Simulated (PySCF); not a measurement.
The free ion Mo2+ in its d4 configuration.

Method (PySCF 2.14, density fitting): CASSCF(4,5) with orbitals averaged over all microstates of the shell, strongly contracted NEVPT2 on the averaged canonical orbitals; basis x2c-TZVPall; spin-free X2C; gas phase; spin-orbit coupling by state interaction with the mean-field operator over all roots.

Question: What is the ground state?

Answer: 5D (S = 2, orbital degeneracy 5), by NEVPT2.

Question: Which is the lowest state of another spin?

Answer: 3H at 13960 cm⁻¹ by NEVPT2; CASSCF alone puts it at 15100 cm⁻¹ above the same ground state.

Question: What magnetic behaviour follows?

Answer: The lowest spin-orbit level is 1-fold with J = 0; the next lies at 224.4 cm⁻¹. μeff is 2.92 μB at 300 K and 0.61 μB at 10 K; the free-ion value g_J√(J(J+1)) for the Hund's-rule level J = 0 is 0.00 μB.

The job took 6.9 s on one thread of AMD EPYC 7R13 Processor (shared host), with 63 basis functions, launched as `OMP_NUM_THREADS=1 python lf_run.py task.json out`.
